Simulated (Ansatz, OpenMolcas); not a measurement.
**Worked example: vertical ionisation energy of CH2I2 (diiodomethane)**

The species is CH2I2 (5 atoms), meant as a singlet with charge 0. As SMILES, `ICI`. Geometry: relaxed at PBE0-D4/def2-TZVP.

Both states at this one shape; open shells run unrestricted unless said. 1 Eh = 27.2114 eV.

| level | program | singlet CH2I2 (Eh) | doublet [CH2I2]+ (Eh) | HOMO of the first (eV) |
| --- | --- | --- | --- | --- |
| SVWN5/def2-SVP (core potential) | Ansatz | -633.475327 | -633.135672 | -6.27 |
| M06-L/def2-SVP (core potential) | OpenMolcas | -634.997057 | -634.666206 | -6.22 |
| TPSS/def2-SVP (core potential) | OpenMolcas | -634.454472 | -634.119462 | -6.25 |

**Question.** Work out the vertical ionisation energy at each level.

**Answer.** 
1. SVWN5/def2-SVP (core potential): -633.135672 − (-633.475327) = 0.339655 Eh = 9.24 eV; −ε(HOMO) = 6.27 eV.
2. M06-L/def2-SVP (core potential): -634.666206 − (-634.997057) = 0.330851 Eh = 9.00 eV; −ε(HOMO) = 6.22 eV.
3. TPSS/def2-SVP (core potential): -634.119462 − (-634.454472) = 0.335010 Eh = 9.12 eV; −ε(HOMO) = 6.25 eV.

No measured value is set beside it here; the levels span 9.00 to 9.24 eV. In semi-local functionals −ε(HOMO) lies far under the ionisation energy, a result of self-interaction, while the difference of totals does much better. Spin-orbit coupling, which splits open shells on such heavy atoms by tenths of an eV, is left out.
